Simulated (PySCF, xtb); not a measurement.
Si(H)(OH)3 (H4O3Si), SMILES O[SiH](O)O. The values are those of a single conformer.

Harmonic wavenumbers (cm⁻¹) from xtb with GFN2-xTB at its own minimum, in rising order: 197, 198, 277, 299, 300, 347, 724, 726, 811, 823, 832, 833, 956, 956, 2312, 3711, 3712, 3714.

What does PBE0-D3(BJ)/def2-SVP (PySCF 2.14.0) give at its own minimum? (Estimate from the structure and the level; the computed values follow.)

164, 226, 244, 307, 370, 389, 748, 781, 805, 840, 853, 910, 976, 995, 2301, 3925, 3935, 3942. Paired by order, the mean absolute difference is 64 cm⁻¹ and the zero-point energies are 31.1 and 32.5 kcal/mol.
